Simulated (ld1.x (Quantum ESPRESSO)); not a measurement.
# terbium (Tb): ultrasoft pseudisation with PBE, scalar-relativistic reference atom.

* Element: Tb
* Generator: ld1.x (Quantum ESPRESSO) 7.5
* Type: ultrasoft
* Functional: PBE
* Relativity: scalar-relativistic
* Frozen core: [Kr] 4d10 4f8
* Valence charge: 11
* Reference configuration: 5s2 5p6 5d1 6s2 6p0
* Partial waves: 5s (bound): rcut 2.24, rcutus 2.38 bohr; 6s (bound): rcut 2.24, rcutus 2.38 bohr; 5p (bound): rcut 2.46, rcutus 2.74 bohr; 6p (bound, empty): rcut 2.46, rcutus 2.74 bohr; 5d (bound): rcut 2.82, rcutus 3.52 bohr; 5d channel at 1.8 Ry: rcut 2.82, rcutus 3.52 bohr
* Local potential: all-electron potential smoothed inside 2.78 bohr (lloc = -1)
* Core correction: none
* Augmentation charge: PSQ, radius 2.24 bohr

Poles of the logarithmic derivatives, all-electron (AE) and pseudo (PS). s: poles at 0.6, 4.9 (AE) and 0.1, 3.4 (PS) Ry. p: poles at -2.0, 1.4 (AE) and -2.0, 1.3, 3.7 (PS) Ry. d: poles at 0.1, 3.0 (AE) and 0.1, 2.9 (PS) Ry. Test radius 3.79 bohr.

* Configuration tests: test run stopped at test 4 of 7 (negative rho), 1 before it not solved; not counted: 5s2 5p6 5d0 6s0 6p0 (solver errors, printed error -485 eV)
* Lowest eigenvalue of the overlap operator: -114.83 (s channel); it is negative, so in a basis up to 400 Ry S is not positive definite and the file is unfit for use
* Density cutoff estimated by the generator: 99 Ry

The ghost test of this file was not conclusive. Its overlap operator is not positive definite in a basis up to 400 Ry (lowest eigenvalue s -114.83), so the file is unfit for use: the generalised eigenproblem breaks down once the basis is large enough, and its test numbers describe a broken file.
